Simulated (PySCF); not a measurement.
Si(AsH2)(F)2(H) (AsF2H3Si), SMILES F[SiH]([AsH2])F. Atoms are numbered in the order given.

```xyz
7

Si    -1.0154     0.3839     0.0000
F     -1.6759    -0.3161    -1.3035
F     -1.6759    -0.3161     1.3035
As     1.2957    -0.1020     0.0000
H     -1.4224     1.8088     0.0000
H      1.5230     0.9373     1.1017
H      1.5230     0.9373    -1.1017
```
Charge 0, spin multiplicity 1.

Geometry: B3LYP-D3(BJ)/def2-SVP.

Method: PBE0/pcSseg-1 run with PySCF.

GIAO shieldings, no solvent; atoms alike by connectivity are averaged. δ = σ(ref) − σ: ²⁹Si against TMS (σ = 352.7 ppm); ¹⁹F against CFCl3 (σ = 167.2 ppm); ⁷⁵As against AsH3 (σ = 1910.2 ppm); ¹H against TMS (σ = 31.56 ppm), references at their B3LYP-D3(BJ)/def2-TZVP geometries, non-relativistic.

Computed chemical shifts:
```tsv
nucleus	atoms	count	δ (ppm)
²⁹Si	Si1	1	23.1
¹⁹F	F2, F3	2	-140.5
⁷⁵As	As4	1	-1.3
¹H	H5	1	6.34
¹H	H6, H7	2	2.37
```
